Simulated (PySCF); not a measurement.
A structure optimised at PBE0-D3(BJ)/def2-SVP, used in a PySCF frequency run:

```xyz
4

Sb     0.0363    -0.9249     0.0000
H     -1.6783    -1.0926     0.0000
Br    -0.0025     0.6895     1.9399
Br    -0.0025     0.6895    -1.9399
```
Charge 0, spin multiplicity 1.

Question: Write its SMILES, formula and point group.

Answer: [Br][SbH][Br], Br2HSb, Cs

Question: What are its rotational constants (standard atomic weights)?

Answer: 2.7425, 0.83627, 0.64568 GHz
